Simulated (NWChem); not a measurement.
Molecule: MgNH2Br; SMILES [NH2][Mg][Br]

```xyz
5

Mg     0.0520    -0.9845    -0.0023
Br    -0.2642     1.3485     0.0110
N      0.3101    -2.8499    -0.0130
H      0.4395    -3.4307    -0.8341
H      0.3282    -3.4541     0.8013
```
Atoms are numbered in this order, from 1.

Program: NWChem. Pople sets run with spherical d functions. All runs use the structure optimised with B3LYP/6-31G* (spherical d). Vzz is the largest principal value of the second derivative of the potential at the nucleus (NWChem prints the opposite sign); η is the asymmetry. Non-relativistic.

```csv
level,Vzz Mg1 (a.u.),η Mg1,Vzz Br2 (a.u.),η Br2,Vzz N3 (a.u.),η N3,relative time
PBE/cc-pVTZ,-0.772,0.26,2.026,0.07,-0.788,0.59,40
PBE/def2-TZVP,-0.931,0.26,2.080,0.05,-0.751,0.62,7
Hartree-Fock/6-31G*,-0.729,0.20,1.600,0.05,-0.812,0.66,2
Hartree-Fock/def2-SVP,-0.892,0.17,1.642,0.05,-0.832,0.67,1
```

Times are rough ratios from one shared machine.
